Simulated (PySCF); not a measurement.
Do core-level shifts follow atomic charges?

C₆H₁₀P₂S.
Atom-mapped SMILES: `[CH3:1][P:2]([CH2:3][PH2:4])[c:5]1[cH:6][cH:7][s:8][cH:9]1`

Binding energies: delta-SCF UKS SCAN, pcX-2 on the ionised atom, pcseg-1 elsewhere, spin-free X2C (PySCF 2.14.0). Charges: PBE0/pcSseg-1 ground-state density, for the ionised atom.

```
atom                        environment  C 1s (eV)  Mulliken (e)  IAO (e)  Hirshfeld (e)  ESP (e)
  C5        substituted aromatic carbon     290.09        -0.382   -0.235         -0.078   +0.383
  C3     sp3 carbon bound to phosphorus     290.27        -0.651   -0.621         -0.162   -0.120
  C1     sp3 carbon bound to phosphorus     290.27        -0.473   -0.604         -0.166   -0.152
  C6                 aromatic CH carbon     290.32        -0.011   -0.182         -0.072   -0.296
  C9  aromatic CH next to a ring sulfur     290.55        -0.245   -0.309         -0.081   -0.362
  C7  aromatic CH next to a ring sulfur     290.68        -0.270   -0.318         -0.083   -0.342
```

Task: Give the correlation coefficient and slope of binding energy on charge for each scheme.

Result: Mulliken: r = 0.35, slope 0.3 eV per e; Hirshfeld: r = 0.29, slope 1.4 eV per e; IAO: r = 0.15, slope 0.2 eV per e; ESP: r = -0.81, slope -0.6 eV per e. On 6 points no scheme stands out.

Task: The point-charge model writes a binding energy as kq + V + constant, with V the potential of the other atoms' charges at the site. What does it give with the ESP charges?

Result: V = Σ 14.40 eV Å × q/r over all other atoms: -6.45 eV at C5, +1.18 eV at C3, +1.63 eV at C1, +3.08 eV at C6, +4.68 eV at C9, +2.98 eV at C7. Fitting binding energy − V to q gives k = 13.4 eV per e and leaves an rms residual of 0.57 eV, against 0.11 eV for the fit on q alone. The model has no term for differences in relaxation between sites.

One conformer (not necessarily the lowest) at the PBE0-D3(BJ)/def2-SVP geometry, without solvent, vibrations or thermal averaging.

Conformer computed: `[CH3:1][P:2]([CH2:3][PH2:4])[c:5]1[cH:6][cH:7][s:8][cH:9]1`: C1–P2–C3–P4 -170°, C1–P2–C5–C6 48°, H–P4–C3–P2 -41°, H–P4–C3–P2 53°.
